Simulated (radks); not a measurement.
The numbers below are computed, except where a source is named.
Neutral neodymium inside a hard spherical wall (all orbitals vanish at R), configuration held at [Xe] 4f4 6s2 and not refilled when levels cross. Code: a radial shooting solver on a logarithmic mesh with Libxc functionals. Model: scalar-relativistic Kohn-Sham, PBEsol, spin-polarised, spherical densities, point nucleus; open shells are filled with parallel spins first (spin-orbit coupling, left out, can overturn this in heavy ions). Eigenvalues in eV for spin up, with the zero of energy where the potential of the charges vanishes at infinity; a dash marks a level that is unbound or too diffuse for the functional's potential to be trusted. A positive occupied level is held by the wall or, in an anion where self-interaction has pushed it up, behind a barrier. The pressure on the wall is -dE/dV.

\begin{tabular}{lrrrrrrrrr}
R (bohr) & E (hartree) & kinetic (hartree) & e(5s) & e(5p) & e(6s) & e(4f) & e(5d, empty) & e(6p, empty) & pressure (GPa) \\ \hline
free & -9620.5596 & 10239.137 & -41.138 & -22.599 & -3.591 & -2.585 & -2.108 & -1.244 & 0 \\
20 & -9620.5596 & 10239.137 & -41.138 & -22.599 & -3.591 & -2.585 & -2.108 & -1.243 & < 0.0001 \\
15 & -9620.5596 & 10239.138 & -41.134 & -22.595 & -3.588 & -2.581 & -2.104 & -1.226 & 0.000340 \\
12 & -9620.5590 & 10239.143 & -41.087 & -22.548 & -3.553 & -2.535 & -2.063 & -1.127 & 0.00938 \\
8 & -9620.5357 & 10239.286 & -40.305 & -21.782 & -2.836 & -1.763 & -1.370 & 0.201 & 0.780 \\
6 & -9620.4157 & 10239.803 & -38.538 & -20.086 & -0.396 & 0.026 & 0.397 & 4.078 & 8.61 \\
4 & -9619.4410 & 10243.512 & -32.557 & -14.383 & 14.059 & 6.745 & 8.009 & 23.918 & 197 \\
3.5 & -9618.4393 & 10247.284 & -28.508 & -10.246 & 26.445 & 11.647 & 13.855 & 39.344 & 550 \\
3 & -9616.1811 & 10255.436 & -21.244 & -2.299 & 50.787 & 20.435 & 24.985 & 68.037 & 1760 \\
2.5 & -9610.5327 & 10274.342 & -6.467 & 14.803 & 102.22 & 36.823 & 48.298 & 125.81 & 6660 \\
1.5 & -9536.2189 & 10493.346 & 155.69 & 200.12 & 560.06 & 149.27 & 268.61 & 607.27 & 232000 \\
\end{tabular}
